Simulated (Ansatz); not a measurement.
Reaction (formal hydrolysis of the Al–C bond): `C=[CH][Al]([CH3])[SiH3]` + H₂O → `[CH3][Al]([OH])[SiH3]` + ethylene

Calculated with Ansatz (gas phase, PBE0-D4/def2-TZVP geometries, no zero-point term in ΔE). CBS: MP2 limit from def2 TZ/QZ plus the TZ coupled-cluster correction, frozen cores. This one scheme is used for every species. DFT in def2-TZVPP. B3LYP here is the variant with VWN-RPA as its local correlation; programs differ in this. One conformer a species, not always the lowest.

| level | ΔE (kcal/mol) | difference from CCSD(T)/CBS |
| --- | --- | --- |
| PBE0-D4 | -30.7 | 1.1 |
| B3LYP-D4 | -32.9 | -1.1 |
| ωB97M-V | -32.5 | -0.7 |
| PBE | -31.9 | -0.1 |
| r2SCAN | -33.4 | -1.6 |
| PBE0 | -31.7 | 0.1 |
| B3LYP | -34.7 | -2.9 |
| CCSD/def2-TZVPP | -32.7 | -0.9 |
| HF/def2-QZVPP | -35.2 | -3.4 |
| MP2/def2-QZVPP | -32.1 | -0.3 |
| CCSD(T)/CBS | -31.8 | 0 |

Largest T1 diagnostic among the species: 0.013.

The D4 term adds +1.8 kcal/mol with B3LYP and +1.0 kcal/mol with PBE0; it sums over pairs of atoms, weighted by their polarisabilities, and B3LYP, whose exchange is more repulsive, gets the larger term. In def2-TZVPP, CCSD(T) changes the Hartree–Fock value by +3.0 kcal/mol (the triples alone add +0.6 kcal/mol) and MP2 by +2.9 kcal/mol.
